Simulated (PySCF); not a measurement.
**Molecular orbitals of AlSn⁺**

PBE at R = 3.015 Å; basis Al cc-pV(D+d)Z, Sn cc-pVDZ-PP with ECP28; scalar-relativistic core potentials; PySCF 2.14. State: ³Π (triplet), unpaired electrons σ ↑, π ↑. Only the outer orbitals are listed, counted within each symmetry, core potentials removing the inner ones.

| spin | orbital | occ. | ε (eV) | on Al (%) | main shells (%) |
| --- | --- | --- | --- | --- | --- |
| α | 7σ | 1 | -16.77 | 10 | 88 Sn s |
| α | 8σ | 1 | -13.35 | 81 | 82 Al s, 9 Sn s, 9 Sn p |
| α | 9σ | 1 | -9.86 | 45 | 53 Sn p, 36 Al p, 9 Al s |
| α | 4π | 1 | -9.49 | 18 | 82 Sn p, 17 Al p |
| α | 4π | 0 | -9.38 | 18 | 82 Sn p, 17 Al p |
| α | 5π | 0 | -7.55 | 82 | 82 Al p, 17 Sn p |
| α | 5π | 0 | -7.47 | 82 | 82 Al p, 17 Sn p |
| β | 7σ | 1 | -15.87 | 13 | 86 Sn s, 9 Al s |
| β | 8σ | 1 | -12.71 | 82 | 82 Al s, 11 Sn s |
| β | 4π | 0 | -8.91 | 23 | 77 Sn p, 21 Al p |
| β | 9σ | 0 | -8.69 | 46 | 53 Sn p, 36 Al p, 8 Al s |
| β | 4π | 0 | -8.32 | 34 | 65 Sn p, 33 Al p |

Problem. Which are the highest filled and the lowest empty level, where do they sit, and how wide is the gap?

Solution. Highest filled α 4π at -9.49 eV (in %: 82 Sn p, 17 Al p); lowest empty α 4π at -9.38 eV (in %: 82 Sn p, 17 Al p); the gap at PBE is 0.11 eV. Both belong to one degenerate shell, split only by its one-sided filling, so this is no excitation gap.

```json
{
  "bond order (Mayer)": "0.93",
  "⟨S²⟩": "2.005",
  "charge on Al (Mulliken, basis-dependent)": "0.50",
  "charge on Al (Löwdin, basis-dependent)": "0.49",
  "dipole moment (positive dipole points towards Sn; it is taken about the centre of mass and depends on that origin)": "-4.61 D",
  "polarisability along the bond": "137.0 bohr³",
  "polarisability across the bond": "50.0 bohr³"
}
```

Spin–orbit coupling is left out. The state was picked by a PBE0 search and need not be the measured ground state.
